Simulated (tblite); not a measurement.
Cl2Se, triplet, geometry from GFN2-xTB (a higher spin typed on purpose: for a closed-shell molecule this is an excited state); GFN1-xTB with ALPB(water) run with tblite 0.6.0.

Here is a job for tblite.
```
$ tblite run mol.xyz --method gfn1 --charge 0 --spin 2 --alpb water --json tblite.json --no-restart

# file mol.xyz
3

Se     0.09038564     0.10880543     0.81783642
Cl     0.97674330     1.18139250    -0.74251873
Cl    -1.15751457    -1.39900335    -0.89315413
```

It wrote (shortened):

```
xTB calculator
 | screened Coulomb repulsion
 | Coulomb electrostatics
 |  * isotropic Klopman-Ohno-Mataga-Nishimoto electrostatics
 |  * onsite third-order electrostatics
 | DFT-D3(BJ) dispersion correction
 | Interactions (3)
 | [1] alpb/gbsa reaction field model
 | [2] cds contribution to solvation
 | [3] empirical free energy shift and standard state/solvent correction

halogen bonding energy    0.0000000000000E+00 Eh
repulsion energy          3.9138519191132E-03 Eh
dispersion energy        -1.1439482236381E-03 Eh
interaction energy       -1.0061083620756E-03 Eh
number of electrons       2.0000000000000E+01 e
integral cutoff           2.0076194534669E+01 bohr

------------------------------------------------------------
  cycle        total energy    energy error   density error
------------------------------------------------------------
      1     -11.63150248737  -1.1633266E+01   4.4566553E-01
      2     -11.63846150829  -6.9590209E-03   3.6307185E-01
      3     -11.74856391316  -1.1010240E-01   1.7203363E-01
      4     -11.74995508226  -1.3911691E-03   1.5962000E-01
      5     -11.76247595580  -1.2520874E-02   7.7525657E-02
      6     -11.76615174708  -3.6757913E-03   3.2996924E-02
      7     -11.76664784395  -4.9609687E-04   1.1231590E-02
      8     -11.76669823397  -5.0390023E-05   4.3734168E-03
      9     -11.76670445712  -6.2231508E-06   2.2217871E-03
     10     -11.76670671269  -2.2555622E-06   8.7533816E-05
     11     -11.76670671664  -3.9569041E-09   1.7411353E-05
------------------------------------------------------------

electronic energy        -1.1768470511976E+01 Eh
total energy             -1.1766706716642E+01 Eh

Post processing:
 | Mayer-Wiberg bond orders

[Info] JSON dump of results written to 'tblite.json'
```
